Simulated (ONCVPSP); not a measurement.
**Ti, ONCV: configuration errors across variants**

ONCVPSP 4.0.1 input, shortened (lines: element, Z, core and valence counts, functional; n l f; lmax; l rc ep ncon nbas qcut; lloc lpopt rc5 dvloc0; l nproj debl; icmod fcfact rcfact), LDA (Perdew-Wang 92), scalar-relativistic:

```
  Ti 22.00    3    4  -001012      upf
    1    0    2.00
    2    0    2.00
    2    1    6.00
    3    0    2.00
    3    1    6.00
    3    2    2.00
    4    0    2.00
    2
    0    1.35    0.00    5    8    9.60
    1    1.35    0.00    5    8   13.00
    2    1.55    0.00    4    9    8.80
    4    1    1.05    0.00
    0    2    3.30
    1    2    0.40
    2    2    0.80
    1    0.60    0.00
```

In the p channel the program set the typed energies aside and used -1.426, 0.250 Ha.

All-electron excitation energies from the reference (eV): (1) 3s2 3p6 3d2 4s1 7.529; (2) 3s2 3p6 3d2 4s0 21.322; (3) 3s2 3p6 3d1 4s0 48.516; (4) 3s2 3p6 3d2 4s0 4p1 11.375.

2 further variants failed, have other tests or too few solved ones, and are left out.

Errors AE − PS in meV (a dash: test not solved or not reliable):

```tsv
change	(1)	(2)	(3)	(4)	bound ghosts	GHOST(+) flags above zero
base	-0.1	+0.3	+31	+0.1	none	none
p: qcut 15.2	-0.1	+0.3	+30	+0.1	none	none
d: rc 1.32	-0.2	-0.2	+17	-0.1	none	none
core correction polynomial model core, fcfact 0.68	-0.1	+0.3	+31	+0.1	none	none
local potential polynomial inside 1.05 bohr (lpopt 1, dvloc0 3 Ha)	-0.1	+0.3	+31	+0.2	none	none
d: rc 1.84	0.0	+1.0	+55	+0.6	none	none
```

Q: Give the same row for: all radii but the core radius scaled by about 0.96 (s 1.30, p 1.30, d 1.48 bohr); local potential polynomial inside 1.00 bohr (lpopt 1, dvloc0 0 Ha).

A: -0.2, +0.1, +26, +0.1; bound ghosts: none; GHOST(+) flags above zero: none.
